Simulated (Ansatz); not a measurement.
Computed with Ansatz on PBE0-D4/def2-TZVP structures; ΔE is electronic, products minus reactants. CBS: MP2 limit from def2 TZ/QZ plus the TZ coupled-cluster correction, frozen cores. DFT in def2-TZVPP.

Consider the redistribution: `F[Si]1(Cl)C[SiH2]1` + `F[B](F)[AlH2]` → `F[Si]1([AlH2])C[SiH2]1` + `FB(F)Cl`.

```csv
species,PBE-D4 energy (Eh)
`F[Si]1(Cl)C[SiH2]1`,-1179.08674
`F[B](F)[AlH2]`,-467.98749
`F[Si]1([AlH2])C[SiH2]1`,-962.50825
`FB(F)Cl`,-684.59917
```

(1) Work out ΔE.

Largest T1 diagnostic among the species: 0.015.

Answers

(1) ΔE = (-962.50825) + (-684.59917) − (-1179.08674) − (-467.98749) = -0.03319 Eh = -0.90 eV. CCSD(T)/CBS gives -0.67 eV.

From PBE to PBE0 (25 % exact exchange), in def2-TZVPP and without D4, ΔE moves by +0.08 eV. The D4 term adds −0.06 eV with B3LYP and −0.03 eV with PBE0; it sums over pairs of atoms, weighted by their polarisabilities, and B3LYP, whose exchange is more repulsive, gets the larger term. In def2-TZVPP, CCSD(T) changes the Hartree–Fock value by −0.41 eV (the triples alone add −0.08 eV) and MP2 by −0.38 eV.

B3LYP here is the variant with VWN-RPA as its local correlation; programs differ in this.
